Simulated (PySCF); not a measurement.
MoOF3, SMILES [O]=[Mo+]([F])([F])[F], charge +1, multiplicity 1.

Coordinates come from a PBE-D3(BJ)/def2-SVP optimisation. The multiplicity is an assumed one; other spin states were not compared. The isomer is the one that the SMILES or the coordinates give; other isomers of the formula were not compared. The def2 effective core potentials stand for the cores of Mo; spin–orbit coupling is left out.

All values below come from PBE-D3(BJ)/def2-SVP run with PySCF 2.14.0.

Frequencies are harmonic and unscaled.

Modes within 1.5 cm⁻¹ of each other (mostly degenerate sets) share a row, with their intensities summed.

Computed vibrational spectrum:
```csv
mode,ν (cm⁻¹),IR (km/mol),moving atoms (share of kinetic energy)
1–2,182,14.0,"F 90 %, Mo 10 %"
3,219,11.2,"F 71 %, Mo 24 %"
4–5,293,8.2,"O 59 %, F 32 %, Mo 9 %"
6,757,24.6,F 96 %
7–8,807,214.3,"F 76 %, Mo 24 %"
9,1090,63.4,"O 85 %, Mo 15 %"
```
